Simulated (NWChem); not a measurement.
System: CH₂AlNO; SMILES C(=O)=[N][AlH2]

NWChem input:

```
start job
memory heap 200 mb stack 900 mb global 1100 mb
geometry units angstroms noautoz
  Al    -0.000009    -1.744092     0.000000
  H      0.000360    -2.475401     1.411252
  H      0.000360    -2.475401    -1.411252
  N     -0.001644     0.047021     0.000000
  C     -0.000482     1.261185     0.000000
  O      0.000700     2.443400     0.000000
end
basis spherical
  * library def2-svp
end
dft
  xc r2scan
  iterations 150
  vectors input atomic output neutral.movecs
end
task dft energy
charge 1
dft
  odft
  mult 2
  vectors input atomic output cation.movecs
end
task dft energy
```

Structure relaxed at the PBE-D3(BJ)/def2-SVP level.

Ions are spin-unrestricted doublets at the neutral geometry; other ion states weren't tried.

### Question
What results follow from this input? (r2SCAN/def2-SVP, vertical spin-unrestricted ions.) Quantities: vertical ionisation energy, ΔSCF (eV); −ε(HOMO) (eV).

### Answer
```
Quantity                               Value
-------------------------------------  -----
vertical ionisation energy, ΔSCF (eV)  10.18
−ε(HOMO) (eV)                           7.24
```
